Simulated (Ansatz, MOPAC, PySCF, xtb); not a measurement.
Spectroscopic constants of SiH+, closed-shell singlet (the spin of the measured ground state).

The constants come from a fifth-degree fit in 1/R (seven points, main isotopes). In def2 and cc sets the state is the lowest found near the PBE0 minimum, followed along R. The singlet is held restricted. HF and MP2 rows in def2 and cc sets belong to the determinant that coupled cluster picked by its CCSD energy.

Programs: Ansatz (Gaussian orbitals); MOPAC for PM6, PM7 (differences of heats of formation); PySCF for 3-21G rows, 6-31G* rows, STO-3G rows; xtb for the GFN methods. Each number belongs to the level named beside it.

| level | r_e (Å) | ω_e (cm⁻¹) | α_e (cm⁻¹) | B_e (cm⁻¹) |
|---|---|---|---|---|
| PM6 | 1.524 | 2005 | -0.019 | 7.46 |
| PM7 | 1.464 | 2199 | 0.076 | 8.08 |
| GFN2-xTB | 1.502 | 2057 | 0.41 | 7.69 |
| HF/STO-3G | 1.471 | 2751 | 0.10 | 8.01 |
| HF/3-21G | 1.513 | 2199 | 0.21 | 7.57 |
| HF/6-31G* | 1.492 | 2368 | 0.17 | 7.78 |
| HF/aug-cc-pV(T+d)Z | 1.497 | 2259 | 0.17 | 7.74 |
| HF/aug-cc-pV(Q+d)Z | 1.495 | 2267 | 0.17 | 7.75 |
| HF/def2-QZVPP | 1.495 | 2267 | 0.17 | 7.75 |
| HF/aug-cc-pV(5+d)Z | 1.495 | 2267 | 0.17 | 7.76 |
| PBE/def2-TZVPP | 1.533 | 2048 | 0.19 | 7.38 |
| BP86/6-31G* | 1.537 | 2086 | 0.19 | 7.34 |
| B3LYP/def2-TZVPP | 1.514 | 2122 | 0.19 | 7.56 |
| wB97X-V/def2-TZVPP | 1.511 | 2176 | 0.17 | 7.59 |
| wB97M-V/def2-TZVPP | 1.506 | 2173 | 0.18 | 7.64 |
| B2PLYP/def2-TZVPP | 1.506 | 2169 | 0.19 | 7.64 |
| MP2/6-31G* | 1.505 | 2282 | 0.18 | 7.65 |
| MP2/aug-cc-pV(T+d)Z | 1.501 | 2210 | 0.18 | 7.70 |
| MP2/def2-TZVPP | 1.499 | 2226 | 0.18 | 7.71 |
| MP2/aug-cc-pV(Q+d)Z | 1.499 | 2221 | 0.18 | 7.71 |
| MP2/aug-cc-pV(5+d)Z | 1.499 | 2221 | 0.18 | 7.71 |
| SCS-MP2/def2-TZVPP | 1.498 | 2223 | 0.18 | 7.72 |
| SCS-MP2/aug-cc-pV(Q+d)Z | 1.499 | 2218 | 0.19 | 7.71 |
| SCS-MP2/def2-QZVPP | 1.498 | 2221 | 0.18 | 7.72 |
| CCSD/aug-cc-pV(5+d)Z | 1.504 | 2173 | 0.20 | 7.66 |
| CCSD(T)/aug-cc-pV(T+d)Z | 1.508 | 2148 | 0.20 | 7.62 |
| CCSD(T)/def2-TZVPP | 1.506 | 2164 | 0.20 | 7.64 |
| CCSD(T)/aug-cc-pV(Q+d)Z | 1.506 | 2162 | 0.20 | 7.64 |
| CCSD(T)/def2-QZVPP | 1.506 | 2164 | 0.20 | 7.64 |
| CCSD(T)/CBS(aug-cc-pV(Q+d)Z, aug-cc-pV(5+d)Z) | 1.506 | 2161 | 0.20 | 7.64 |

Correlated levels freeze the cores. CBS(a, b) extrapolates the correlation energy as X⁻³ and adds the Hartree–Fock energy of set b. Rows in 3-21G, 6-31G*, STO-3G carry no dispersion term and start afresh at each structure (6-31G* with six Cartesian d functions). MP2/6-31G* freezes PySCF's default core. The state that PM6, PM7 reach isn't checked; PM7 holds dispersion and hydrogen-bond terms.

Doubts at one or more of the structures used: a restricted determinant that unrestricted orbitals would lower (HF/aug-cc-pV(T+d)Z, HF/aug-cc-pV(Q+d)Z, HF/def2-QZVPP, HF/aug-cc-pV(5+d)Z, MP2/aug-cc-pV(T+d)Z, MP2/def2-TZVPP, MP2/aug-cc-pV(Q+d)Z, MP2/aug-cc-pV(5+d)Z, SCS-MP2/def2-TZVPP, SCS-MP2/aug-cc-pV(Q+d)Z, SCS-MP2/def2-QZVPP, CCSD/aug-cc-pV(5+d)Z, CCSD(T)/aug-cc-pV(T+d)Z, CCSD(T)/def2-TZVPP, CCSD(T)/aug-cc-pV(Q+d)Z, CCSD(T)/def2-QZVPP, CCSD(T)/CBS(aug-cc-pV(Q+d)Z, aug-cc-pV(5+d)Z)).

Measured for the ground state: r_e 1.5041 Å [Huber and Herzberg (1979), NIST Chemistry WebBook]. ω_e 2157.2 cm-1, ω_e x_e 34.24 cm-1, B_e 7.6603 cm-1, α_e 0.2096 cm-1 [Irikura, J. Phys. Chem. Ref. Data 36, 389 (2007)].

Ansatz is a quantum-chemistry and plane-wave program.
